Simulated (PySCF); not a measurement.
# One molecule, several mistakes: CFH4Si2 cation

These are calculations, not measurements. They come from PySCF 2.14.0, an open-source quantum chemistry program, on an isolated molecule that a program drew, which may never have been made. The molecule is CFH4Si2 cation (charge +1, singlet), drawn as the SMILES string `F[SiH+]C=[SiH2]`.

Each row is a Hartree-Fock (HF) and frozen-core CCSD(T) single point in the cc-pV(D+d)Z basis, meant for a local HF minimum. Run 1 is clean. Each other run has one planted mistake out of seven kinds, and not every kind appears here: one electron removed, one electron added, multiplicity raised by two, geometry at a saddle point, minimal basis STO-3G, one bond length entered in bohr, all coordinates scaled. The reference is restricted for singlets and unrestricted otherwise, and also for a bond in bohr. Adding or removing an electron swaps singlet and doublet. Electrons count all cores. HOMO and LUMO are orbital energies over both spins, the gradient is its largest component, and the lowest frequency (negative if imaginary) is given only where the gradient is small. Bond lengths are over the 7 bonds as drawn. T1 is the CCSD diagnostic: over 0.02 (restricted) or 0.045 (unrestricted) a single reference is doubtful.

Geometry of the clean run:
```xyz
8
CFH4Si2 cation, angstrom
F     1.1343   -2.0005    0.8911
Si    0.5913   -0.8919   -0.0857
C     1.6166    0.4272   -0.5142
Si    3.2470    0.6600    0.0446
H    -0.7735   -1.1545   -0.5105
H     1.1929    1.1655   -1.1922
H     4.0369    1.8139   -0.3791
H     3.8754   -0.2947    0.9564
```

| run | electrons | basis functions | <S^2> | HOMO (eV) | LUMO (eV) | gradient (hartree/bohr) | lowest frequency (cm^-1) | mean bond (Å) | longest bond (Å) | T1 | HF (hartree) | CCSD(T) (hartree) | mistake |
|---|---|---|---|---|---|---|---|---|---|---|---|---|---|
| 1 | 46 | 94 | 0.000 | -15.32 | -4.65 | 2.2e-05 | 123 | 1.5004 | 1.739 | 0.0152 | -717.26770 | -717.80877 | no fault |
| 2 | 46 | 94 | 0.000 | -16.22 | -4.36 | 9.7e-02 | - | 1.3849 | 1.605 | 0.0127 | -717.20294 | -717.73148 | all coordinates scaled |
| 3 | 46 | 94 | 0.718 | -14.92 | -4.85 | 1.9e-02 | - | 1.6387 | 2.056 | 0.0575 | -717.13192 | -717.67242 | one bond length entered in bohr |
| 4 | 46 | 94 | 2.020 | -11.68 | -6.68 | 9.1e-02 | - | 1.5004 | 1.739 | 0.0164 | -717.16526 | -717.68252 | multiplicity raised by two |
| 5 | 46 | 32 | 0.000 | -12.78 | -1.46 | 1.5e-02 | - | 1.5004 | 1.739 | 0.0224 | -708.75395 | -708.96635 | minimal basis STO-3G |
| 6 | 45 | 94 | 0.755 | -24.55 | -12.83 | 8.0e-02 | - | 1.5004 | 1.739 | 0.0156 | -716.75876 | -717.25451 | ? |

**Which mistake was planted in run 6, and what did it cost?**

It counts 45 electrons, one fewer than the clean run, at the same geometry and basis. So the mistake is: one electron removed. Subtracting run 1 and multiplying by 627.51 kcal/mol a hartree, the energy moved by 319.4 kcal/mol in HF and 347.8 kcal/mol in CCSD(T).

Cautions from the logs. Run 3: T1 is over the limit, so its CCSD(T) energy is less reliable; run 5: T1 is over the limit, so its CCSD(T) energy is less reliable.
